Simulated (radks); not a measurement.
Initial-state core-level shifts of the rhodium ion Rh3+ when its valence configuration changes from [Kr] 4d6. Method: scalar-relativistic Kohn-Sham, PBE, spin-polarised, spherical densities, finite nucleus; open shells are filled with parallel spins first (spin-orbit coupling, left out, can overturn this in heavy ions); Fermi nuclear charge, rms radius 4.4945 fm; computed with a radial shooting solver on a logarithmic mesh with Libxc functionals. Shifts are changes of the shell-averaged eigenvalues in eV (positive: less bound); the change of the density at the nucleus, which sets a Mossbauer isomer shift, is in e/bohr^3, on a base of 1.238e+05.

\begin{tabular}{lrrrrr}
valence & 1s & 3s & 3p & 3d & density at nucleus \\ \hline
4d5 5s1 & -5.489 & -5.668 & -5.668 & -5.711 & +39.49 \\
4d5 5s0.5 5p0.5 & -6.076 & -6.259 & -6.259 & -6.301 & +22.41 \\
4d5 5p1 & -6.658 & -6.846 & -6.845 & -6.886 & +5.16 \\
4d4 5s1 5p1 & -12.769 & -13.082 & -13.082 & -13.178 & +47.62 \\
4d4.5 5s1 5p0.5 & -9.104 & -9.352 & -9.352 & -9.420 & +43.48 \\
4d5.5 5p0.5 & -3.304 & -3.397 & -3.396 & -3.416 & +2.45 \\
4d4 5s2 & -11.771 & -12.046 & -12.046 & -12.141 & +80.34 \\
4d2 5s2 5p2 & -27.154 & -27.623 & -27.622 & -27.855 & +106.68 \\
4d3 5s1 5p2 & -20.250 & -20.679 & -20.678 & -20.837 & +56.53 \\
\end{tabular}
